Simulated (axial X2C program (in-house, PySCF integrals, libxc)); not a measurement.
## Density and ELF of TiH

Computed with an axial X2C code built on PySCF integrals. Two-component (2c) means X2C with spin–orbit coupling and atomic mean-field two-electron Coulomb and Gaunt terms. Basis: Ti dyall-cv3z [10s10p6d4f2g], H dyall-v3z [6s2p1d] (cores contracted in-house); Gaussian nuclei, density fitting, unrestricted open shells. Masses: Ti 47.948 u, H 1.008 u.

PBE0, two-component, state Ω = 3/2 (⟨Sz⟩ = -1.50, ⟨Lz⟩ = 3.00 at PBE0); Ti at z = 0, H at z = 1.754 Å.

The maps cover the half plane through the axis: z from -2.4 to 3.6 Å along the bond, ρ from 0.15 to 2.25 Å away from it.

log10 of the density in e/bohr³:

```
 ρ\z  -2.4  -1.8  -1.2  -0.6   0.0   0.6   1.2   1.8   2.4   3.0   3.6
0.15  -3.2  -2.7  -1.9  -0.3   1.4  -0.3  -1.0  -0.7  -1.5  -2.5  -3.3
0.45  -3.2  -2.7  -2.0  -0.7   0.1  -0.7  -1.2  -1.1  -1.7  -2.6  -3.4
0.75  -3.2  -2.7  -2.1  -1.2  -0.7  -1.2  -1.6  -1.5  -2.0  -2.7  -3.5
1.05  -3.3  -2.8  -2.2  -1.7  -1.4  -1.8  -1.9  -2.0  -2.3  -3.0  -3.7
1.35  -3.4  -2.8  -2.4  -2.0  -1.9  -2.1  -2.3  -2.4  -2.7  -3.2  -3.9
1.65  -3.5  -3.0  -2.6  -2.3  -2.3  -2.5  -2.6  -2.8  -3.1  -3.5  -4.1
1.95  -3.6  -3.2  -2.8  -2.6  -2.6  -2.7  -2.9  -3.1  -3.4  -3.9  -4.4
2.25  -3.8  -3.4  -3.0  -2.9  -2.9  -3.0  -3.3  -3.5  -3.8  -4.2  -4.7
```

Electron localisation function (collinear form, no current term, damped to 0 at low density):

```
 ρ\z  -2.4  -1.8  -1.2  -0.6   0.0   0.6   1.2   1.8   2.4   3.0   3.6
0.15  0.09  0.03  0.03  0.82  0.84  0.72  0.88  1.00  1.00  1.00  0.37
0.45  0.12  0.07  0.04  0.67  0.77  0.57  0.81  1.00  1.00  0.99  0.27
0.75  0.17  0.20  0.11  0.34  0.66  0.22  0.67  1.00  1.00  0.97  0.13
1.05  0.23  0.41  0.32  0.28  0.27  0.09  0.47  0.98  0.99  0.87  0.04
1.35  0.23  0.57  0.59  0.45  0.25  0.10  0.29  0.86  0.93  0.48  0.01
1.65  0.18  0.61  0.73  0.64  0.38  0.17  0.17  0.48  0.56  0.09  0.00
1.95  0.09  0.53  0.75  0.72  0.51  0.21  0.10  0.14  0.11  0.01  0.00
2.25  0.03  0.32  0.66  0.69  0.51  0.20  0.05  0.03  0.01  0.00  0.00
```

Axial spin density in 10⁻³ e/bohr³:

```
 ρ\z  -2.4  -1.8  -1.2   -0.6     0.0    0.6   1.2  1.8  2.4  3.0  3.6
0.15  -0.5  -1.1  -1.5  -63.6  -158.5  -46.3  -6.4  4.9  1.6  0.3  0.1
0.45  -0.5  -1.3  -3.6  -41.6  -121.4  -40.4  -4.5  1.9  1.1  0.2  0.0
0.75  -0.5  -1.6  -5.2  -24.1   -45.9  -20.0  -2.7  0.8  0.6  0.2  0.0
1.05  -0.5  -1.6  -5.0  -14.5   -19.8   -9.2  -1.6  0.3  0.3  0.1  0.0
1.35  -0.4  -1.3  -3.9   -8.6    -9.7   -4.7  -1.0  0.1  0.1  0.1  0.0
1.65  -0.3  -1.0  -2.6   -4.8    -5.0   -2.5  -0.6  0.0  0.1  0.0  0.0
1.95  -0.2  -0.7  -1.6   -2.6    -2.5   -1.4  -0.4  0.0  0.0  0.0  0.0
2.25  -0.1  -0.4  -0.9   -1.3    -1.3   -0.7  -0.2  0.0  0.0  0.0  0.0
```

One determinant describes the state; a PBE0 search over occupations chose it and may have missed a lower one. Density functionals use the spin component along the axis (collinear). PBE0 can misorder states that lie within some tenths of an eV, so this need not be the ground state of the molecule. The nearest other 2c determinant of the search, Ω = 9/2, lies 0.04 eV up at the distance of the search. The functionals have no current-density term, which raises determinants with orbital currents, atoms included. With several unpaired electrons one determinant need not be a pure state.
